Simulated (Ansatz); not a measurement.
CH₄BBrS (`CB(S)Br`) at its PBE0-D4/def2-TZVP geometry, where that method's forces vanish. The species carries charge 0 and has multiplicity 1.

```
atom   x (Å)   y (Å)   z (Å)
  C1  -0.808   0.446  -0.027
  B2   0.558  -0.199  -0.397
  S3   1.644  -1.079   0.713
 Br4   1.198  -0.072  -2.214
  H5  -1.087   0.324   1.020
  H6  -0.788   1.516  -0.260
  H7  -1.601   0.019  -0.650
  H8   0.884  -0.954   1.815
```

Task: For each bond, give half the difference of the two atoms' forces along it (eV/Å; positive pushes the atoms apart) under PBE-D4, r2SCAN-D4, B3LYP-D4, ωB97M-V in def2-TZVPP. (Estimate.)

Result: Ansatz gave: 
```json
{"bond": "C1–B2", "length (Å)": "1.556", "PBE-D4": "-0.08", "r2SCAN-D4": "-0.05", "B3LYP-D4": "0.00", "ωB97M-V": "0.05"}
{"bond": "C1–H5", "length (Å)": "1.091", "PBE-D4": "0.12", "r2SCAN-D4": "-0.02", "B3LYP-D4": "-0.04", "ωB97M-V": "-0.06"}
{"bond": "C1–H6", "length (Å)": "1.095", "PBE-D4": "0.13", "r2SCAN-D4": "-0.01", "B3LYP-D4": "-0.04", "ωB97M-V": "-0.06"}
{"bond": "C1–H7", "length (Å)": "1.095", "PBE-D4": "0.13", "r2SCAN-D4": "-0.01", "B3LYP-D4": "-0.04", "ωB97M-V": "-0.06"}
{"bond": "B2–S3", "length (Å)": "1.785", "PBE-D4": "0.11", "r2SCAN-D4": "0.08", "B3LYP-D4": "0.06", "ωB97M-V": "0.02"}
{"bond": "B2–Br4", "length (Å)": "1.930", "PBE-D4": "0.13", "r2SCAN-D4": "0.10", "B3LYP-D4": "0.18", "ωB97M-V": "0.05"}
{"bond": "S3–H8", "length (Å)": "1.345", "PBE-D4": "0.27", "r2SCAN-D4": "0.01", "B3LYP-D4": "-0.04", "ωB97M-V": "-0.11"}
```

B3LYP here is the variant with VWN-RPA as its local correlation; programs differ in this.
